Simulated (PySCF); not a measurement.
## A small calculation by hand: chemical shift, span and skew from a shielding tensor

Cl₆GeSi, SMILES Cl[Si](Cl)(Cl)[Ge]([Cl])([Cl])[Cl]. Atoms are numbered in the order given.

```xyz
8

Si     0.0000     0.0000    -1.3663
Cl    -1.6797    -0.9698    -2.0224
Cl     0.0000     1.9396    -2.0224
Cl     1.6797    -0.9698    -2.0224
Ge     0.0000     0.0000     1.0108
Cl     1.7436     1.0067     1.7632
Cl     0.0000    -2.0133     1.7632
Cl    -1.7436     1.0067     1.7632
```
Charge 0, spin multiplicity 1.

Coordinates come from a r2SCAN-D4/def2-SVP optimisation. The structure was generated by enumeration, and PubChem lists no compound with its InChIKey, so it may never have been made. The values are those of a single conformer.

GIAO shieldings from PBE0/pcSseg-1 (PySCF), non-relativistic, no solvent. The symmetric part of the tensor of Si1 has the principal values 293.3, 342.7, 342.7 ppm. The same nucleus in TMS has σ = 352.7 ppm at this level (PySCF, at its B3LYP-D3(BJ)/def2-TZVP geometry). Without spin–orbit terms, shifts of atoms bonded to Cl or Br come out too high.

### Question
Work out the isotropic shielding, the ²⁹Si shift against TMS, the span and the skew.

### Answer

σ(iso) = (σ11 + σ22 + σ33)/3 = 326.2 ppm. δ = σ(ref) − σ(iso) = 352.7 − (326.2) = 26.5 ppm.
Span Ω = σ33 − σ11 = 49.4 ppm. Skew κ = 3(σ(iso) − σ22)/Ω = -1.00, an axial tensor. Tumbling in solution averages the tensor to δ; in a static solid the shielding alone would spread this spin-1/2 line over Ω.
